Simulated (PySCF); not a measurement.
# How methods differ on the excitation energy of Sn

Sn [Kr] 4d10 5s2 5p2 (3P) → Sn [Kr] 4d10 5s1 5p2 5d1 (high-spin determinant), as a difference of total energies. Calculation: PySCF 2.14, in aug-cc-pwCVDZ-PP with ECP28MDF; scalar relativity through the core potential. Correlated levels: valence: 4s2 4p6 4d10 frozen. The calculations carry no spin-orbit coupling.

| method | excitation energy (cm⁻¹) |
| --- | --- |
| UHF | 82029 |
| MP2 (valence) | 88110 |
| SCS-MP2 (valence) | 90022 |
| CCSD (valence) | 88230 |
| CCSD(T) (valence) | 87962 |

The upper state lies above the first ionisation limit, but in LS coupling its spin forbids autoionisation to the ground ion; at this Z spin-orbit coupling breaks that rule.

The promoted electron is Rydberg-like, and one or two diffuse shells describe it only roughly, which tends to raise the upper state.

The coupled-cluster amplitudes are large for the upper state (T1 above 0.03 or a double amplitude above 0.15), so a single reference is strained.

The determinant of the upper state mixes LS terms, which raises its energy above the lowest term, most at the Hartree-Fock and MP2 levels.
